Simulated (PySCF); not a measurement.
Ga(Cl)(Me)(OH) (CH4ClGaO), SMILES [CH3][Ga]([Cl])[OH].

Geometry: TPSSh-D3(BJ)/def2-SVP. The structure was generated by enumeration; whether it is a known compound was not checked. The values are those of a single conformer.

Computed with TDA-PBE/def2-SVPD in PySCF 2.14.0.

Vertical excitations. Gas-phase values at a fixed geometry.

```json
[
 {"state": "S1", "energy (eV)": "5.88", "λ (nm)": "211", "f": "0.002", "main pairs": "HOMO−1→LUMO 93 %"},
 {"state": "S2", "energy (eV)": "5.89", "λ (nm)": "210", "f": "0.045", "main pairs": "HOMO→LUMO 84 %"},
 {"state": "S3", "energy (eV)": "5.91", "λ (nm)": "210", "f": "0.002", "main pairs": "HOMO→LUMO+1 92 %"},
 {"state": "S4", "energy (eV)": "6.36", "λ (nm)": "195", "f": "0.037", "main pairs": "HOMO−1→LUMO+1 54 %, HOMO−3→LUMO 23 %, HOMO−4→LUMO 8 %"},
 {"state": "S5", "energy (eV)": "6.45", "λ (nm)": "192", "f": "0.044", "main pairs": "HOMO−2→LUMO 92 %"},
 {"state": "S6", "energy (eV)": "6.67", "λ (nm)": "186", "f": "0.016", "main pairs": "HOMO−3→LUMO+1 90 %"},
 {"state": "S7", "energy (eV)": "6.85", "λ (nm)": "181", "f": "0.008", "main pairs": "HOMO−2→LUMO+1 64 %, HOMO−4→LUMO 32 %"},
 {"state": "S8", "energy (eV)": "6.95", "λ (nm)": "179", "f": "0.199", "main pairs": "HOMO−3→LUMO 63 %, HOMO−1→LUMO+1 17 %"},
 {"state": "S9", "energy (eV)": "7.06", "λ (nm)": "176", "f": "0.008", "main pairs": "HOMO−4→LUMO+1 96 %"},
 {"state": "S10", "energy (eV)": "7.31", "λ (nm)": "170", "f": "0.158", "main pairs": "HOMO−4→LUMO 47 %, HOMO−2→LUMO+1 18 %, HOMO→LUMO+3 10 %, HOMO→LUMO+2 7 %"},
 {"state": "T1", "energy (eV)": "5.52", "λ (nm)": "225", "f": "0", "main pairs": "HOMO→LUMO 98 %"},
 {"state": "T2", "energy (eV)": "5.61", "λ (nm)": "221", "f": "0", "main pairs": "HOMO−1→LUMO 94 %"},
 {"state": "T3", "energy (eV)": "5.66", "λ (nm)": "219", "f": "0", "main pairs": "HOMO−1→LUMO+1 94 %"},
 {"state": "T4", "energy (eV)": "5.76", "λ (nm)": "215", "f": "0", "main pairs": "HOMO→LUMO+1 95 %"}
]
```
Triplets are in the Tamm–Dancoff approximation.
